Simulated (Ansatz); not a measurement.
CH6FGeNSi, SMILES `F[SiH]1C[N]1[GeH3]`, relaxed with RKS PBE-D4/def2-SVP in the Gaussian-basis code of Ansatz from a rough embedded geometry. The force threshold is 0.03 eV/Å; the program also tests the step.

The species carries charge 0 and has multiplicity 1.

Start:

```xyz
11

F    -1.643    2.374    0.767
Si   -0.331    1.367    0.688
C     0.120    0.947   -1.008
N    -0.714   -0.055   -0.475
Ge    0.148   -1.538    0.137
H     0.357    0.854    1.905
H    -0.331    1.522   -1.818
H     1.224    0.562   -1.177
H    -0.627   -2.229    1.355
H     1.575   -1.216    0.625
H     0.222   -2.588   -1.000
```

Question: By how much does the energy fall, and how many steps does the optimiser take? (Best estimate.)

Answer: The calculation gave: 21.23 kcal/mol, in 16 steps, 1 of them rejected.

Question: Which bonds change most? (Best estimate.)

Answer: Ansatz gave: Si2–N4 from 1.876 to 1.699 Å; C3–N4 from 1.409 to 1.508 Å; C3–H8 from 1.181 to 1.111 Å; Ge5–H9 from 1.601 to 1.550 Å.

Question: Give the relaxed structure. (Estimate.)

Answer: Computed: 
```xyz
11

F    -2.072    1.983    0.644
Si   -0.500    1.522    0.668
C     0.394    1.041   -0.879
N    -0.061   -0.016    0.097
Ge    0.156   -1.846    0.100
H     0.083    2.107    1.908
H    -0.135    1.063   -1.855
H     1.491    1.164   -0.998
H    -0.462   -2.365    1.423
H     1.672   -2.185    0.022
H    -0.566   -2.469   -1.130
```
